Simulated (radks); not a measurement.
Results of a calculation; reference values are marked as such.
Task: These are the eigenvalues of the occupied orbitals of an atom or ion with whole-number occupations (hartree). Level of theory: scalar-relativistic Kohn-Sham, SCAN, spin-polarised, spherical densities, finite nucleus; meta-GGA in the generalised Kohn-Sham scheme; Fermi nuclear charge, rms radius of each element as measured or else 0.836 A^(1/3) + 0.57 fm (a radial shooting solver on a logarithmic mesh with Libxc functionals).

| orbital | eigenvalue |
|---|---|
| 1s | -587.6166 |
| 2s | -80.44367 |
| 2p | -71.43349 |
| 3s | -13.05843 |
| 3p | -10.11684 |
| 3d | -5.28905 |
| 4s | -2.05944 |
| 4p | -1.36518 |

Which element is it, and in what charge state? The configuration may be excited. Open shells, if any, are filled with parallel spins first.

Result: Z = 38, strontium, charge +2: Sr2+ in [Kr]. The list shows which subshells hold electrons but not how many an open one holds; the 1s level, -587.62 hartree, gives Z - s = 34.3 by -(Z - s)^2/2, which with screening and relativity narrows Z to a few neighbours, and the depths of the outer levels then fix element, charge and occupations together.
